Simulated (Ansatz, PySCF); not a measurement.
C4H8Si, SMILES [SiH3]C(=C=C)C. Atoms are numbered in the order given.

```xyz
13

C      2.4643     0.5112    -0.1574
C      1.1600     0.4502    -0.0397
C     -0.1455     0.3660     0.0733
C     -1.0238     1.5567     0.4110
Si    -0.9492    -1.3163    -0.1990
H      2.9399     0.7293    -1.1201
H      3.1223     0.3465     0.7030
H     -0.4297     2.4724     0.5455
H     -1.5924     1.3728     1.3383
H     -1.7627     1.7368    -0.3881
H     -1.9357    -1.2336    -1.3190
H     -1.6988    -1.7264     1.0274
H      0.0869    -2.3356    -0.5177
```
Charge 0, spin multiplicity 1.

Geometry: B3LYP-D3(BJ)/def2-SVP. This is a generated structure with no PubChem entry under its InChIKey; it may be hypothetical.

Two levels are set side by side: PBE-D3(BJ)/def2-SVP (Ansatz, an electronic-structure program) and B3LYP-D3(BJ)/def2-SVP (Ansatz). Each level has its own optimised geometry; the coordinates shown are those of the second. Frequencies come from the Hessian of PySCF at each geometry. Differences are taken from unrounded values.

```json
[
 {"quantity": "mean bond length (Å)", "B3LYP-D3(BJ)": "1.333"},
 {"quantity": "bond C1–C2 (Å)", "B3LYP-D3(BJ)": "1.311"},
 {"quantity": "bond C2–C3 (Å)", "B3LYP-D3(BJ)": "1.313"},
 {"quantity": "bond C3–C4 (Å)", "B3LYP-D3(BJ)": "1.518"},
 {"quantity": "bond C3–Si5 (Å)", "B3LYP-D3(BJ)": "1.884"},
 {"quantity": "bond C1–H6 (Å)", "B3LYP-D3(BJ)": "1.096"},
 {"quantity": "bond C1–H7 (Å)", "B3LYP-D3(BJ)": "1.096"},
 {"quantity": "bond C4–H8 (Å)", "B3LYP-D3(BJ)": "1.100"},
 {"quantity": "bond C4–H9 (Å)", "B3LYP-D3(BJ)": "1.103"},
 {"quantity": "bond C4–H10 (Å)", "B3LYP-D3(BJ)": "1.103"},
 {"quantity": "bond Si5–H11 (Å)", "B3LYP-D3(BJ)": "1.495"},
 {"quantity": "bond Si5–H12 (Å)", "B3LYP-D3(BJ)": "1.495"},
 {"quantity": "bond Si5–H13 (Å)", "B3LYP-D3(BJ)": "1.488"},
 {"quantity": "highest harmonic wavenumber (cm⁻¹)", "B3LYP-D3(BJ)": "3202"},
 {"quantity": "mean harmonic wavenumber (cm⁻¹)", "B3LYP-D3(BJ)": "1314"},
 {"quantity": "zero-point energy (kcal/mol)", "B3LYP-D3(BJ)": "62.00"}
]
```

Q: What does PBE-D3(BJ) give, and how far is it from B3LYP-D3(BJ)? (The exact figures need the calculation; the answer reports its results.)

A: 
| quantity | PBE-D3(BJ) | PBE-D3(BJ) minus B3LYP-D3(BJ) |
|---|---|---|
| mean bond length (Å) | 1.342 | 0.008 |
| bond C1–C2 (Å) | 1.318 | 0.007 |
| bond C2–C3 (Å) | 1.322 | 0.009 |
| bond C3–C4 (Å) | 1.517 | -0.001 |
| bond C3–Si5 (Å) | 1.890 | 0.006 |
| bond C1–H6 (Å) | 1.104 | 0.008 |
| bond C1–H7 (Å) | 1.104 | 0.008 |
| bond C4–H8 (Å) | 1.107 | 0.007 |
| bond C4–H9 (Å) | 1.111 | 0.008 |
| bond C4–H10 (Å) | 1.111 | 0.008 |
| bond Si5–H11 (Å) | 1.508 | 0.013 |
| bond Si5–H12 (Å) | 1.508 | 0.013 |
| bond Si5–H13 (Å) | 1.501 | 0.013 |
| highest harmonic wavenumber (cm⁻¹) | 3140 | -62 |
| mean harmonic wavenumber (cm⁻¹) | 1276 | -38 |
| zero-point energy (kcal/mol) | 60.22 | -1.78 |

GGA bonds tend to be longer and softer than those of functionals with exact exchange. Differences between two approximate levels are no errors against the true value.
